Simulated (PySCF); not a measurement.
Radial density of Rh(38+) (rhodium, charge +38)

UHF, [He] 2s2 2p3, high-spin 4S determinant. All numbers are calculated (PySCF 2.14, scalar relativity by spin-free X2C-1e, in an even-tempered Gaussian basis (19 s from 16 bohr⁻², ratio 2.2; 12 p from 20 bohr⁻², ratio 2.2; 6 d from 79 bohr⁻², ratio 2.4; 5 f from 120 bohr⁻², ratio 2.4; 4 g from 180 bohr⁻², ratio 2.4)).

```tsv
r (bohr)	4πr²ρ (e/bohr)	4πr²(ρα − ρβ)
0.0286	50.60	4.0066
0.0481	33.75	12.8727
0.0809	37.30	23.9874
0.136	33.05	17.7948
0.229	5.929	2.8082
0.385	0.07275	0.0331
0.648	1.007e-05	0.0000
```

Densities and radii are taken from the X2C orbitals without a picture-change correction, which distorts them close to the nucleus.

Spin-orbit coupling is strong in this species (close to jj coupling), so the high-spin LS determinant is a model state, not a physical level.
